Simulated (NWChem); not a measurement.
HTeF; SMILES F[TeH]

Program: NWChem. Structure relaxed at the PBE0/def2-SVP level. def2 effective core potentials on Te; no spin-orbit coupling. Ions are spin-unrestricted doublets at the neutral geometry; other ion states weren't tried.

Q: Estimate the computed values for Hartree-Fock/def2-SVP. Quantities: vertical ionisation energy, ΔSCF (eV); −ε(HOMO) (eV).

A: 
```json
{
 "vertical ionisation energy, ΔSCF (eV)": "8.48",
 "−ε(HOMO) (eV)": "9.19"
}
```
